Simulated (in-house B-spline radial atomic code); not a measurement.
## Ionising neutral ytterbium with different functionals

Computed with a radial B-spline atomic code at the basis-set limit: scalar-relativistic (spin-free X2C) Hamiltonian, Fermi nucleus of rms radius 5.3108 fm, spin-polarised at highest spin, spherical fractional occupations for the functionals, and exact exchange of hybrids averaged over the configuration. The ionisation energy is the difference of two self-consistent energies, [Xe] 4f14 6s2 → [Xe] 4f14 6s1, without Breit or QED terms; ε is the level of the shell that loses the electron (its least bound occupied spin orbital). There is no spin-orbit coupling in this Hamiltonian.

| method | rung | ΔSCF (eV) | -ε(6s) (eV) |
| --- | --- | --- | --- |
| PBE0 | global hybrid | 6.15 | 4.43 |
| B3LYP | global hybrid | 6.37 | 4.36 |
| TPSSh | global hybrid | 6.11 | 4.09 |
| M06-2X | global hybrid | 6.47 | 4.91 |
| BHandHLYP | global hybrid | 6.09 | 4.84 |
| r2SCAN0 | global hybrid | 6.04 | 4.49 |
| B97-1 | global hybrid | ? | ? |
| HSE06 | range-separated hybrid | ? | ? |
| wB97X | range-separated hybrid | 6.45 | 6.15 |
| CAM-B3LYP | range-separated hybrid | 6.29 | 5.33 |
| LC-wPBE | range-separated hybrid | 5.96 | 6.13 |

(1) What does HSE06 give?

(2) What does B97-1 give?

(3) Among the functionals, which spreads more, the ΔSCF values or the orbital energies?

(4) How do they compare with the NIST value?

## Answers

(1) ΔSCF 6.17 eV, and -ε(6s) = 4.11 eV.

(2) ΔSCF 6.41 eV, and -ε(6s) = 4.27 eV.

(3) The orbital energies: ΔSCF values span about 0.51 eV and the orbital energies 2.06 eV; here energy differences depend much less on the functional than eigenvalues do.

(4) NIST lists 6.254 eV (measured, ground level to ground level). Errors run from -0.29 to +0.21 eV; CAM-B3LYP is closest (+0.03 eV), but part of that can be cancellation, since the calculations leave out Breit-QED terms.
